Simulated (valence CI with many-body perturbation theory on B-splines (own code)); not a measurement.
# Zr X: magnetic and hyperfine properties of the levels

Calculated by configuration interaction combined with many-body perturbation theory (CI+MBPT): three valence electrons over a frozen Dirac-Fock core [Ar] 3d10, radial functions for each j: 11 s, 11 p, 10 d, 8 f, 5 g, 2 h, with the one-electron correlation potential Σ1 (screened to all orders), the two-electron term Σ2, the three-electron term Σ3, Breit, model QED; selected single and double excitations, second order for the rest, scaled by the run's own slope (own B-spline code, finite nucleus).

No measured spectrum was set against this ion. As an estimate, levels hold to about 250 cm⁻¹ or 0.2 % of their energy and the worst to 1 %, as in measured heavy ions of charge 2 to 7; those with d or f electrons hold less well.

A/g_I is the dipole constant over the nuclear g factor μ/I (μ in nuclear magnetons, uniformly magnetised nucleus), B/Q the quadrupole constant per barn. Both hold the static response of the core; the bare values leave it out. Large factors of s and p1/2 electrons are usually good to 5 to 10 %; those of open d and f shells near neutrality can be off by tens of per cent, and small factors of p3/2, d and f electrons come from cancelling terms and can be off by a factor of two or in sign, in half-filled shells by more. B is blank for J = 1/2, where it vanishes, and for nearly pure S terms. Energies count from the lowest level.

Names give the largest LS component (configuration and term), which can be under half, so a name can repeat, a term be missing and a line seem to break the LS rules; names also repeat where a configuration has a term twice. Letters in brackets count levels of one name in rising energy.

```tsv
Level	E (cm⁻¹)	g	A/g_I (MHz)	A/g_I bare	B/Q (MHz/b)	B/Q bare
4s²4p ²P°_1/2	0	0.665	17100	16000		
4s²4p ²P°_3/2	19885	1.334	3140	2850	5720	5220
4s4p² ⁴P_1/2	166770	2.645	38200	35400		
4s4p² ⁴P_3/2	175870	1.728	16000	14900	4740	4310
4s4p² ⁴P_5/2	185310	1.576	16500	15300	-5290	-4820
4s4p² ²D_3/2	220090	0.815	-4210	-3920	7590	6920
4s4p² ²D_5/2	223960	1.224	16100	14900	10400	9440
4s4p² ²S_1/2	253730	1.444	31200	29100		
4s4p² ²P_1/2	274160	1.248	37900	35300		
4s4p² ²P_3/2	279870	1.323	-4430	-4170	-5670	-5190
4s²4d ²D_3/2	356520	0.800	604	583	1210	1050
4s²4d ²D_5/2	359340	1.200	1410	1320	1670	1450
4p³ ⁴S°_3/2 [a]	419300	1.443	1930	1800	3220	2930
4p³ ⁴S°_3/2 [b]	427710	1.362	-218	-187	117	104
4p³ ²D°_5/2	429360	1.200	6060	5630	-1050	-968
4p³ ²P°_1/2	462250	0.665	15800	14600		
4p³ ²P°_3/2	470060	1.327	2570	2400	-3630	-3320
4s4p4d ⁴F°_3/2	491510	0.413	-7150	-6640	2740	2440
4s4p4d ⁴F°_5/2	495700	1.035	5340	4980	2040	1800
4s4p4d ⁴F°_7/2	502130	1.242	8340	7760	3020	2660
4s4p4d ⁴F°_9/2	511710	1.334	8510	7930	7030	6290
4s4p4d ⁴P°_5/2	520970	1.498	10400	9700	2040	1780
4s4p4d ⁴D°_3/2 [a]	523930	1.413	6720	6280	1380	1240
4s4p4d ⁴D°_1/2	525810	0.410	-17300	-16100		
4s4p4d ⁴P°_1/2	535780	2.264	31600	29400		
4s4p4d ⁴D°_3/2 [b]	536520	1.383	9530	8860	-1560	-1380
4s4p4d ⁴D°_5/2	536630	1.345	10500	9800	-2240	-2030
4s4p4d ⁴D°_7/2	536990	1.420	10400	9670	-3780	-3470
4s4p4d ²D°_3/2 [a]	539450	0.932	-5570	-5150	-2950	-2720
4s4p4d ²D°_5/2 [a]	540920	1.278	11700	10900	-3860	-3550
4s4p4d ²F°_5/2 [a]	554060	0.902	5490	5130	5280	4750
4s4p4d ²F°_7/2 [a]	568940	1.143	54.0	45.3	6830	6150
4s²5s ²S_1/2	577890	2.002	23500	22100		
4s4p4d ²F°_7/2 [b]	584880	1.147	7450	6950	5510	4920
4s4p4d ²P°_3/2 [a]	586260	1.271	5940	5510	921	812
4s4p4d ²F°_5/2 [b]	586710	0.861	-3940	-3660	4680	4180
4s4p4d ²P°_1/2 [a]	596130	0.663	-17500	-16200		
4s4p4d ²P°_1/2 [b]	610440	0.661	1860	1750		
4s4p4d ²D°_3/2 [b]	613240	1.037	9480	8850	-385	-396
4s4p4d ²P°_3/2 [b]	614620	1.152	834	807	-2620	-2400
```

Task: Take the isotope of mass number 91, with I = 5/2, μ = -1.3022 μN and Q = -0.176 b. What is the hyperfine structure of 4s4p² ⁴P_3/2?

Result: From the table A = -8340 MHz, B = -835 MHz. Shifts from the centre of gravity in MHz: F = 1: 43200, F = 2: 27200, F = 3: 2540, F = 4: -31500.
